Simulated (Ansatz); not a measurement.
`[SH][Ge][Cl]` + HBr → `[SH][Ge][Br]` + HCl at 700 K and 1 bar (ligand exchange at a Ge–Cl bond).

Gas-phase electronic energies from Ansatz, PBE0-D4/def2-TZVP geometries. CBS: MP2 limit from def2 TZ/QZ plus the TZ coupled-cluster correction, frozen cores. This one scheme is used for every species. For Br, Ge outer-core shells are correlated without core-valence functions, which leaves a few kJ/mol of doubt a bond. Scalar relativity is left out up to krypton. One conformer a species, not always the lowest.

| species | CCSD(T)/CBS energy (Eh) | H − E (kJ/mol) | S (J/(mol·K)) |
| --- | --- | --- | --- |
| `[SH][Ge][Cl]` | -2934.32884 | 70.4 | 367.1 |
| HBr | -2573.91920 | 36.5 | 223.7 |
| `[SH][Ge][Br]` | -5047.87083 | 70.2 | 379.2 |
| HCl | -460.38127 | 38.4 | 211.8 |

H − E and S are ideal-gas, rigid-rotor, harmonic terms from PBE0-D4/def2-TZVP, for one conformer and one mirror image of each species. 1 Eh = 2625.50 kJ/mol, R = 8.31446 J/(mol·K).

Task: By hand: ΔE, ΔH, ΔS and ΔG.

Result: ΔE = (-5047.87083) + (-460.38127) − (-2934.32884) − (-2573.91920) = -0.00406 Eh = -10.7 kJ/mol. Δ(H − E) = 70.2 + 38.4 − 70.4 − 36.5 = 1.7, so ΔH = -9.0 kJ/mol. ΔS = 379.2 + 211.8 − 367.1 − 223.7 = 0.2 J/(mol·K). ΔG = -9.0 − 700 × (0.2)/1000 = -9.1 kJ/mol.

Task: By hand: the equilibrium constant, and the temperature at which ΔG would vanish if ΔH and ΔS stayed fixed.

Result: log₁₀ K = −ΔG/(RT ln 10) = 0.7. ΔH and −TΔS have one sign here, so there is no such temperature.

The number of gas molecules stays the same, so ΔS is small and ΔH decides. A doubt of 5 kJ/mol in ΔE shifts log₁₀ K by 0.4 here. Other conformers and mirror images would add mixing entropy, several J/(mol·K) or more a flexible species. These are equilibria of isolated gas molecules and say nothing of rates. Largest T1 diagnostic: 0.014 (customary marks: 0.02 for closed shells, 0.045 for open ones).

ΔS is within the doubt of such terms, so its sign, and with it that verdict, could turn.
